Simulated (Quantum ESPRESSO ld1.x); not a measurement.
The numbers below are computed, except where a source is named.
All-electron atom: Hf in [Xe] 4f14 5d4 (not the ground configuration).

Code: ld1.x of Quantum ESPRESSO 7.5. Model: scalar-relativistic Kohn-Sham, LDA (Slater exchange, Perdew-Wang correlation), spin-polarised, spherical densities, point nucleus; open shells are filled with parallel spins first.

Energy parts (eV):
part                      energy
total                  -410050.1
kinetic                 449232.4
electron-nucleus      -1012063.4
Hartree                 160910.6
exchange-correlation     -8129.7

Orbitals (lengths in bohr, moments of r in powers of bohr; r(max) is where P^2 peaks):
| orbital | occ. | eigenvalue (eV) | <r^2> | <r^4> | r(max) |
|---|---|---|---|---|---|
| 1s down | 1 | -65229.5 | 0.0004955 | 6.632e-07 | 0.01191 |
| 1s up | 1 | -65229.5 | 0.0004955 | 6.632e-07 | 0.01191 |
| 2s up | 1 | -11154.3 | 0.007648 | 0.0001008 | 0.06811 |
| 2s down | 1 | -11154.2 | 0.007648 | 0.0001008 | 0.06811 |
| 2p up | 3 | -9797.46 | 0.006288 | 0.00007823 | 0.05568 |
| 2p down | 3 | -9797.40 | 0.006288 | 0.00007823 | 0.05568 |
| 3s up | 1 | -2538.80 | 0.04985 | 0.003743 | 0.1923 |
| 3s down | 1 | -2538.78 | 0.04985 | 0.003743 | 0.1923 |
| 3p up | 3 | -2133.53 | 0.05047 | 0.003996 | 0.1899 |
| 3p down | 3 | -2133.52 | 0.05047 | 0.003996 | 0.1899 |
| 3d up | 5 | -1653.05 | 0.04190 | 0.003098 | 0.1546 |
| 3d down | 5 | -1653.01 | 0.04190 | 0.003098 | 0.1546 |
| 4s up | 1 | -508.558 | 0.2479 | 0.08937 | 0.4374 |
| 4s down | 1 | -508.511 | 0.2478 | 0.08935 | 0.4374 |
| 4p up | 3 | -375.534 | 0.2822 | 0.1192 | 0.4583 |
| 4p down | 3 | -375.485 | 0.2821 | 0.1191 | 0.4583 |
| 4d up | 5 | -203.639 | 0.3328 | 0.1804 | 0.4709 |
| 4d down | 5 | -203.570 | 0.3325 | 0.1799 | 0.4709 |
| 5s up | 1 | -64.7010 | 1.465 | 3.217 | 1.016 |
| 5s down | 1 | -63.8203 | 1.448 | 3.134 | 1.013 |
| 5p up | 3 | -33.5933 | 2.107 | 7.085 | 1.163 |
| 5p down | 3 | -32.3431 | 2.066 | 6.783 | 1.157 |
| 4f up | 7 | -14.2847 | 0.6090 | 1.073 | 0.4538 |
| 4f down | 7 | -14.0448 | 0.5925 | 0.9786 | 0.4535 |
| 6s up | 0 | -5.1058 | 14.15 | 324.1 | 2.939 |
| 6s down | 0 | -3.3748 | 16.84 | 494.1 | 3.030 |
| 5d up | 4 | -2.1037 | 9.974 | 244.9 | 1.799 |
| 6p up | 0 | -1.5331 | 31.55 | 1734 | 4.196 |
| 6p down | 0 | -0.5949 | 54.09 | 5744 | 5.092 |
| 5d down | 0 | -0.3618 | 18.68 | 1338 | 1.767 |

The highest occupied level is 5d up at -2.104 eV. The configuration is held as typed, so some empty levels lie below it. Summed over all electrons, <r^2> = 70.13 bohr^2, which gives a Langevin (diamagnetic) susceptibility term of -55.5 x 10^-6 cm^3/mol.
